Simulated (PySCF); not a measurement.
# Electron correlation in Ne⁺ (neon, charge +1)

[He] 2s2 2p5, 2P determinant. All numbers are calculated (PySCF 2.14, scalar relativity by spin-free X2C-1e, in cc-pVTZ-DK (4s3p2d1f, 30 functions)). Frozen: 1s2; 7 electrons correlated.

MP2 pair energies summed by pair of shells (mhartree):

```
 pair   energy  share (%)
2p-2p  -122.11       62.0
2s-2p   -65.19       33.1
2s-2s    -9.72        4.9
```

Total MP2 correlation energy: -197.02 mhartree.

Same-spin part -47.65 and opposite-spin part -149.37 mhartree; SCS-MP2 scales them by 1/3 and 6/5 to -195.13 mhartree.

```
  level  correlation energy (mhartree)
   CCSD                        -208.52
    (T)                          -2.51
CCSD(T)                        -211.03
```

Diagnostics: T1 = 0.0037, D1 = 0.0059, largest double amplitude 0.029.

Cost of the coupled-cluster step: 0.57 s of wall time on 1 thread of Neoverse-N1 (shared host), for 7 correlated electrons.
